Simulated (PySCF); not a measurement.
Al(I)(Me)(OMe) (C₂H₆AlIO), SMILES C[O][Al]([CH3])[I].

Geometry optimised at B3LYP-D3(BJ)/def2-SVP. The structure was generated by enumeration; whether it is a known compound was not checked. The def2 effective core potentials stand for the cores of I; spin–orbit coupling is left out. The values are those of a single conformer.

All values below come from B3LYP/def2-TZVP (PySCF).

The molecule is in vacuum.

Computed frontier levels, gap, dipole moment and polarisability:
```yaml
highest_occupied_level: -7.33 eV
lowest_empty_level: -0.75 eV
orbital_gap: 6.58 eV
dipole_moment: 1.20 D
quadrupole, principal values (traceless, Buckingham form, about the centre of nuclear charge): -4.54, 2.05, 2.49 D·Å
mean_static_polarisability: 86.2 bohr³ (12.77 Å³)
polarisability_principal_values: 67.1, 89.7, 101.7 bohr³
```
